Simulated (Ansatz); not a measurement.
`[BH2][SnH2][SiH2][SiH3]` + `[NH2][Zn][OH]` → `[NH2][Zn][O][SiH3]` + `[BH2][SnH2][SiH3]`  (cleavage of the Si–Si bond)

Computed with Ansatz on PBE0-D4/def2-TZVP structures; ΔE is electronic, products minus reactants. CBS: MP2 limit from def2 TZ/QZ plus the TZ coupled-cluster correction, frozen cores. Functionals use def2-TZVPP. HSE06 is defined as in plane-wave codes. def2 core potentials past Kr. For Sn, Zn outer-core shells are correlated without core-valence functions, which leaves a few kJ/mol of doubt a bond. Scalar relativity is left out up to krypton. Each species was taken in one conformer, which may not be the lowest.

`[BH2][SnH2][SiH2][SiH3]`:

Cartesian coordinates in Å:
```
B -1.174 -1.958 -1.115
Sn 0.714 -0.811 -1.450
Si 0.470 1.408 -0.161
Si -0.118 0.963 2.055
H -1.292 -2.659 -0.156
H -2.106 -1.831 -1.850
H 1.021 -0.448 -3.093
H 2.097 -1.605 -0.829
H 1.745 2.175 -0.220
H -0.596 2.229 -0.801
H -0.292 2.206 2.854
H 0.929 0.124 2.697
H -1.399 0.205 2.069
```

`[NH2][Zn][OH]`:

Cartesian coordinates in Å:
```
N -0.039 0.160 -1.431
Zn 0.220 -0.133 0.336
O 0.693 -0.513 2.000
H -0.127 1.127 -1.713
H -0.794 -0.356 -1.862
H 0.047 -0.285 2.670
```

`[NH2][Zn][O][SiH3]`:

Cartesian coordinates in Å:
```
N -0.162 -2.644 1.151
Zn -0.142 -0.901 0.674
O -0.187 0.839 0.398
Si 0.075 1.976 -0.727
H -0.803 -3.230 0.633
H 0.739 -3.104 1.154
H 1.411 1.818 -1.375
H -0.950 1.924 -1.810
H 0.020 3.323 -0.098
```

`[BH2][SnH2][SiH3]`:

```xyz
10

B    -1.117   -1.447    1.186
Sn    0.038   -0.811   -0.617
Si    0.732    1.648   -0.306
H    -2.299   -1.283    1.241
H    -0.558   -1.902    2.138
H    -0.872   -0.908   -2.063
H     1.467   -1.723   -0.853
H     1.567    1.797    0.916
H     1.515    2.119   -1.480
H    -0.473    2.507   -0.161
```

```csv
level,ΔE (kcal/mol),difference from CCSD(T)/CBS
BLYP-D4,-21.4,2.0
r2SCAN-D4,-21.9,1.5
PBE0-D4,-19.4,4.0
r2SCANh-D4,-22.5,0.9
BHLYP-D4,-26.5,-3.1
HSE06,-20.2,3.2
LC-ωPBE,-22.5,0.9
MP2/def2-SVP,-28.5,-5.1
MP2/def2-QZVPP,-24.8,-1.4
SCS-MP2/def2-QZVPP,-26.6,-3.2
CCSD(T)/CBS,-23.4,0
```

What do rigid-rotor, harmonic-oscillator terms from PBE0-D4/def2-TZVP frequencies (298.15 K, 1 bar) make of the CCSD(T)/CBS value? (Best estimate.)

Ansatz gave: ΔZPE = -0.7 kcal/mol, ΔH = -24.2 kcal/mol, ΔS = 15 J/(mol·K), ΔG = -25.2 kcal/mol. Modes under 50 cm⁻¹ make the entropy rough.

Largest T1 diagnostic among the species: 0.017.

In def2-TZVPP, CCSD(T) changes the Hartree–Fock value by +8.6 kcal/mol (the triples alone add +1.2 kcal/mol) and MP2 by +7.7 kcal/mol. Leaving LDA and LC-ωPBE aside and taking each functional with its dispersion term where it has one, the values, not all of them listed here, spread over 9.8 kcal/mol, from BHLYP-D4 to PBE-D4.
